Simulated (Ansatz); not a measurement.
Consider the silylene formation by 1,1-elimination: `CC[SiH](N)[SiH3]` → `CC[SiH3]` + `N[SiH]`.

Computed with Ansatz on PBE0-D4/def2-TZVP structures; ΔE is electronic, products minus reactants. CBS: MP2 limit from def2 TZ/QZ plus the TZ coupled-cluster correction, frozen cores. This one scheme is used for every species. DFT in def2-TZVPP. HSE06 is defined as in plane-wave codes. One conformer a species, not always the lowest.

`CC[SiH](N)[SiH3]`:

Z-matrix (Å, degrees):
```
C
C 1 1.527
H 1 1.094 2 111.5
H 1 1.093 2 111.6 3 -120.2
H 1 1.093 2 111.4 3 120.3
Si 2 1.876 1 113.4 3 -57.6
H 2 1.096 1 110.2 3 63.2
H 2 1.095 1 110.3 3 -179.6
Si 6 2.344 2 112.0 1 -176.3
N 6 1.729 2 109.1 1 -57.7
H 6 1.501 2 106.8 1 65.9
H 9 1.490 6 111.4 2 51.3
H 9 1.491 6 110.9 2 171.3
H 9 1.490 6 110.6 2 -69.0
H 10 1.008 6 119.1 2 -163.8
H 10 1.009 6 119.2 2 56.9
```

`CC[SiH3]`:

```xyz
11

C     0.130   -1.365    0.370
C     0.376   -0.193   -0.575
Si   -0.371    1.419    0.028
H     0.577   -2.288   -0.008
H    -0.939   -1.550    0.507
H     0.556   -1.176    1.359
H    -0.035   -0.408   -1.567
H     1.450   -0.037   -0.720
H     0.201    1.793    1.352
H    -1.845    1.281    0.185
H    -0.100    2.526   -0.931
```

`N[SiH]`:

```xyz
5

N     0.384    0.223   -0.347
Si   -0.877   -0.902   -0.109
H     0.743    0.871    0.337
H     0.862    0.304   -1.231
H    -1.112   -0.496    1.350
```

| level | ΔE (kcal/mol) |
| --- | --- |
| revPBE-D4 | 37.5 |
| HSE06-D4 | 40.5 |
| ωB97M-V | 34.4 |
| PBE-QIDH | 40.3 |
| r2SCAN | 39.7 |
| CCSD/def2-TZVPP | 34.8 |
| HF/def2-QZVPP | 31.6 |
| SCS-MP2/def2-QZVPP | 36.2 |

Question: What does CCSD(T)/CBS give? (An estimate is asked.)

Answer: The calculation gave: +36.9 kcal/mol. The listed levels differ from it by 0.6, 3.6, -2.5, 3.4, 2.8, -2.1, -5.3, -0.7 kcal/mol.

Largest T1 diagnostic among the species: 0.015.

From BLYP to BHLYP (50 % exact exchange), in def2-TZVPP and without D4, ΔE moves by +6.9 kcal/mol. At CCSD(T), def2-SVP lies −5.9 kcal/mol from the extrapolated value and def2-TZVPP −1.5 kcal/mol.
